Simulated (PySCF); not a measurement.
Ionisation energy of P²⁺ by level of theory

P²⁺ [Ne] 3s2 3p1 (2P) → P³⁺ [Ne] 3s2 (1S), as a difference of total energies. Computed with PySCF 2.14 in aug-cc-pV(Q+d)Z (7s6p5d3f2g, 89 functions), with the non-relativistic Hamiltonian (point nucleus). Correlated levels: valence: [Ne] frozen. The calculations carry no spin-orbit coupling.

Order these methods by the ionisation energy they give, lowest first.
A. UHF
B. MP2 (valence)
C. CCSD (valence)
D. CCSD(T) (valence)

A (29.589 eV), B (29.916 eV), C (30.030 eV), D (30.061 eV).

A first-order spin-orbit estimate (lowest level to lowest level, LS coupling) adds 0.040 eV.

Errors of the correlated levels include the incompleteness of this basis and the frozen core.

For comparison: 30.203 eV (measured; NIST Atomic Spectra Database, ionization energies).
